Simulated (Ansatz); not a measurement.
Ansatz (a first-principles code) input (B3LYP-D3(BJ)/def2-TZVP):

Ansatz 0.2 input:
```yaml
crystal:
  periodic: [false, false, false]
  atoms:
    - {symbol: Sc, position_ang: [-0.70649923, 0.09637345, 0.16967605]}
    - {symbol: Cl, position_ang: [0.31674620, 1.28546962, -1.36681579]}
    - {symbol: Cl, position_ang: [0.55598815, -1.40451918, 1.15721597]}
basis:
  gaussian:
    orbitals: def2-TZVP
hamiltonian:
  xc: b3lyp
  dispersion: d3bj
total_charge: 1
phonons: {temperatures: {t_min: 298.15, t_max: 298.15, t_step: 100}}
```

Output:

```
Functional definition: B3LYP
integrals: 0.07 GiB planned
963 factors; integrals over basis functions are off by at most 2.2e-4 eV
mean field: 0.49 GiB planned
mean field evaluation 1: about -45737.0480 eV, gradient 5.1e1 eV
mean field evaluation 2: about -45437.9308 eV, gradient 4.2e2 eV
mean field evaluation 4: about -45743.5093 eV, gradient 7.3e0 eV
mean field evaluation 8: about -45743.6499 eV, gradient 5.2e-1 eV
mean field evaluation 16: about -45743.6505 eV, gradient 3.4e-5 eV
mean field -45743.65046207 eV, -1681.0481483211 hartree, gradient 1.7e-5 eV, S^2 0.000000; 0 other end points of the search recorded, 0 dependent functions left out
the calculation of the forces begins
reference -45743.65070914 eV, -1681.0481574007 hartree; 27, 27 occupied and 92, 92 virtual orbitals, 963 factors
these checks for a lower state are left out or cut short: stability, starts, cluster_reference, orbital_swaps, neighbouring_geometries, increment
integrals: 0.07 GiB planned
963 factors; integrals over basis functions are off by at most 2.2e-4 eV
mean field: 0.49 GiB planned
mean field -45743.65041857 eV, -1681.0481467224 hartree, gradient 2.8e-6 eV, S^2 0.000000; 0 other end points of the search recorded, 0 dependent functions left out
the calculation of the forces begins
reference -45743.65066558 eV, -1681.0481558001 hartree; 27, 27 occupied and 92, 92 virtual orbitals, 963 factors
these checks for a lower state are left out or cut short: stability, starts, cluster_reference, orbital_swaps, neighbouring_geometries, increment
integrals: 0.07 GiB planned
963 factors; integrals over basis functions are off by at most 2.3e-4 eV
mean field: 0.49 GiB planned
mean field evaluation 32: about -45743.6504 eV, gradient 1.2e-6 eV
mean field -45743.65042671 eV, -1681.0481470217 hartree, gradient 1.2e-6 eV, S^2 0.000000; 0 other end points of the search recorded, 0 dependent functions left out
the calculation of the forces begins
reference -45743.65067383 eV, -1681.0481561033 hartree; 27, 27 occupied and 92, 92 virtual orbitals, 963 factors
these checks for a lower state are left out or cut short: stability, starts, cluster_reference, orbital_swaps, neighbouring_geometries, increment
integrals: 0.07 GiB planned
963 factors; integrals over basis functions are off by at most 2.2e-4 eV
mean field: 0.49 GiB planned
mean field -45743.65049467 eV, -1681.0481495191 hartree, gradient 1.5e-6 eV, S^2 0.000000; 0 other end points of the search recorded, 0 dependent functions left out
the calculation of the forces begins
reference -45743.65074181 eV, -1681.0481586013 hartree; 27, 27 occupied and 92, 92 virtual orbitals, 963 factors
these checks for a lower state are left out or cut short: stability, starts, cluster_reference, orbital_swaps, neighbouring_geometries, increment
integrals: 0.07 GiB planned
963 factors; integrals over basis functions are off by at most 2.3e-4 eV
mean field: 0.49 GiB planned
mean field -45743.65034176 eV, -1681.0481438998 hartree, gradient 9.1e-7 eV, S^2 0.000000; 0 other end points of the search recorded, 0 dependent functions left out
the calculation of the forces begins
reference -45743.65058876 eV, -1681.0481529768 hartree; 27, 27 occupied and 92, 92 virtual orbitals, 963 factors
these checks for a lower state are left out or cut short: stability, starts, cluster_reference, orbital_swaps, neighbouring_geometries, increment
integrals: 0.07 GiB planned
963 factors; integrals over basis functions are off by at most 2.3e-4 eV
mean field: 0.49 GiB planned
mean field -45743.65045340 eV, -1681.0481480025 hartree, gradient 1.8e-6 eV, S^2 0.000000; 0 other end points of the search recorded, 0 dependent functions left out
the calculation of the forces begins
reference -45743.65070050 eV, -1681.0481570832 hartree; 27, 27 occupied and 92, 92 virtual orbitals, 963 factors
these checks for a lower state are left out or cut short: stability, starts, cluster_reference, orbital_swaps, neighbouring_geometries, increment
integrals: 0.07 GiB planned
963 factors; integrals over basis functions are off by at most 2.2e-4 eV
mean field: 0.49 GiB planned
mean field -45743.65045578 eV, -1681.0481480900 hartree, gradient 2.2e-6 eV, S^2 0.000000; 0 other end points of the search recorded, 0 dependent functions left out
the calculation of the forces begins
reference -45743.65070282 eV, -1681.0481571686 hartree; 27, 27 occupied and 92, 92 virtual orbitals, 963 factors
Total energy: -45743.80666446 eV, -1681.0538886530 hartree
Atom 0 at    -0.706499     0.096373     0.169676 Å, force    -0.000488     0.000067     0.000117 eV/Å
Atom 1 at     0.316746     1.285470    -1.366816 Å, force     0.000186     0.000616    -0.000667 eV/Å
Atom 2 at     0.555988    -1.404519     1.157216 Å, force     0.000302    -0.000682     0.000550 eV/Å
Dipole moment:    -1.271793     0.173485     0.305440 e Å
Vibrations: 107.21 476.15 528.98 cm⁻¹, zero-point energy 0.068956 eV
```

The spin state was set by rule; other spins were not relaxed.
